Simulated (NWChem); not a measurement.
BH2S2F; SMILES B(S)(S)F

```xyz
6

B      0.0000     0.0000    -0.3687
F      0.0000     0.0000    -1.6958
S      1.6304     0.0000     0.4200
H      1.2045     0.0000     1.6987
S     -1.6304     0.0000     0.4200
H     -1.2045     0.0000     1.6987
```
Atoms are numbered in this order, from 1.

Computed with NWChem. Pople sets run with spherical d functions. STO-3G and 3-21G are far too small for this property and stand as cheap habits. The geometry was optimised at PBE0/def2-SVP. Field at 589 nm.

| level | isotropic polarisability (bohr³) | anisotropy (bohr³) |
|---|---|---|
| B3LYP/STO-3G | 21.7 | 25.8 |
| B3LYP/6-31G* | ? | ? |
| B3LYP/def2-SVP | 42.0 | 27.3 |
| B3LYP/def2-SVPD | 59.5 | 26.6 |
| B3LYP/aug-cc-pVDZ | 59.0 | 27.2 |

Task: Some entries are withheld; supply them.

Result: 
- B3LYP/6-31G*, isotropic polarisability (bohr³): 44.3
- B3LYP/6-31G*, anisotropy (bohr³): 33.1
